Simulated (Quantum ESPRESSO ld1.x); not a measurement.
Results of a calculation; reference values are marked as such.
How relativity changes the ionisation of the scandium ion Sc+ ([Ar] 3d1 4s1) to Sc2+ ([Ar] 3d1). Spin-unpolarised spherical Kohn-Sham, PBEsol, point nucleus, ld1.x of Quantum ESPRESSO 7.5. A level marked "c x" has the speed of light scaled by that factor and shares open shells by 2j + 1; other Dirac levels either fill j = l - 1/2 first or share by 2j + 1.

non-rel.: E(Sc+) (hartree) -759.232; E(Sc2+) (hartree) -758.770; IE (eV) 12.576; HOMO 4s; <r> HOMO (bohr) 3.380
scalar-rel.: E(Sc+) (hartree) -762.892; E(Sc2+) (hartree) -762.427; IE (eV) 12.651; HOMO 4s; <r> HOMO (bohr) 3.362
Dirac, 2j+1 shares: E(Sc+) (hartree) -762.898; E(Sc2+) (hartree) -762.433; IE (eV) 12.651; HOMO 4s1/2; <r> HOMO (bohr) 3.362
Dirac, low j first: E(Sc+) (hartree) -762.899; E(Sc2+) (hartree) -762.434; IE (eV) 12.649; HOMO 4s1/2; <r> HOMO (bohr) 3.363
Dirac, c x 1.25: E(Sc+) (hartree) -761.569; E(Sc2+) (hartree) -761.105; IE (eV) 12.624; HOMO 4s1/2; <r> HOMO (bohr) 3.369
Dirac, c x 3: E(Sc+) (hartree) -759.636; E(Sc2+) (hartree) -759.173; IE (eV) 12.585; HOMO 4s1/2; <r> HOMO (bohr) 3.378
Dirac, c x 5: E(Sc+) (hartree) -759.377; E(Sc2+) (hartree) -758.915; IE (eV) 12.579; HOMO 4s1/2; <r> HOMO (bohr) 3.379

NIST Atomic Spectra Database: 12.800 eV (measured). The relativistic part of the total energy of Sc+ is -3.667 hartree (Dirac, low j first), 0.48 % of the non-relativistic value. Spin polarisation and multiplet splitting of open shells are left out at every level.

Beside tabulated values, note that spin-unpolarised runs miss the spin-polarisation part of the exchange energy of open shells.
